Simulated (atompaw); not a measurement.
## An all-electron radial function and its pseudo partner (Ti)

Columns: radius, all-electron u(r) and pseudo u(r) of the 3d shell (level -19.62 eV) of titanium in the configuration [Ne] 3s2 3p6 3d2 4s0 4p0; PBEsol, scalar-relativistic, PAW (atompaw) scheme, atompaw 4.2.0.5.

```csv
r (bohr),all-electron,pseudo
0.100,0.0332,0.0004
0.200,0.1495,0.0029
0.300,0.3032,0.0096
0.400,0.4533,0.0220
0.500,0.5799,0.0415
0.600,0.6772,0.0686
0.700,0.7453,0.1033
0.800,0.7871,0.1449
0.900,0.8072,0.1922
1.000,0.8106,0.2434
1.100,0.8014,0.2961
1.200,0.7831,0.3480
1.300,0.7584,0.3965
1.400,0.7292,0.4393
1.500,0.6972,0.4742
1.600,0.6634,0.4998
1.700,0.6289,0.5151
1.800,0.5941,0.5200
1.900,0.5596,0.5152
2.000,0.5258,0.5019
2.100,0.4930,0.4818
2.200,0.4613,0.4571
2.300,0.4310,0.4298
2.400,0.4020,0.4018
2.500,0.3744,0.3744
2.600,0.3483,0.3483
```

Q: How many radial nodes do the two functions have?

A: The all-electron 3d function has n − l − 1 = 0; the pseudo-wave has 0.

Q: Where does each function peak?

A: Outermost all-electron maximum near 1.00 bohr, pseudo maximum near 1.80 bohr (to the table’s step).

Q: Is the pseudo-wave norm-conserving?

A: No, it belongs to a PAW set: the norm inside the radius is not constrained, and the difference is carried by the augmentation charge.
